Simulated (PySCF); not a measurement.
fluoroethane (C2H5F), SMILES FCC. The structure is a stationary point at PBE0-D3(BJ)/def2-TZVP.

All values below come from PySCF with PBE0-D3(BJ)/def2-TZVP.

Harmonic wavenumbers (cm⁻¹): 256, 415, 811, 900, 1092, 1134, 1187, 1303, 1392, 1423, 1473, 1492, 1515, 3050, 3057, 3093, 3134, 3145. Rotational constants (GHz): 36.61, 9.424, 8.275; symmetry number 1.

### Question
Work out the zero-point energy and the ideal-gas rigid-rotor harmonic-oscillator thermochemistry at 298.15 K and 1 atm.

### Answer
ZPE = ½ Σ hcν = ½ × 29872 cm⁻¹ = 42.70 kcal/mol. H − E(el) = 45.71 kcal/mol. Entropy in cal/(mol K): translation 37.53, rotation 22.25, vibration 3.20, total 62.98. G − E(el) = 26.93 kcal/mol. Cp = 13.61 cal/(mol K).
